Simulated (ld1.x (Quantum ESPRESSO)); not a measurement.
## Ranking TM potentials for aluminium

All share these settings but for the change named:

```
Element                 : Al
Generator               : ld1.x (Quantum ESPRESSO) 7.5
Type                    : norm-conserving Troullier–Martins (Kleinman–Bylander form)
Functional              : PBEsol
Relativity              : scalar-relativistic
Frozen core             : [Ne]
Valence charge          : 3
Reference configuration : 3s2 3p1
Partial waves           : 3p (bound): rc 2.15 bohr; 3s (bound): rc 1.65 bohr
Local potential         : the s channel
Core correction         : Bessel-smoothed model core inside 0.95 bohr
```

Cutoff: the first of the cutoffs (Ry, on a coarse ladder) from which the occupation-weighted sum of valence levels, in a spherical-Bessel basis at the reference potential, stays within 10 and 1 mRy of its value at 400 Ry; the density cutoff is not measured.

The base gives 10 Ry.

Of 8 variants that were run, those that failed, showed a ghost or another fault, or gave nearly equal values are left out.

A variant can come out equal or close to the base.

Question: Rank these variants from softest to hardest (loose cutoff).
A. wave 3s (bound): rc 1.65 bohr becomes 3s (bound): rc 1.46 bohr
B. wave 3s (bound): rc 1.65 bohr becomes 3s (bound): rc 1.26 bohr
C. wave 3s (bound): rc 1.65 bohr becomes 3s (bound): rc 2.50 bohr
D. wave 3s (bound): rc 1.65 bohr becomes 3s (bound): rc 1.72 bohr

Answer: C (8 Ry), D (10 Ry), A (30 Ry), B (50 Ry).
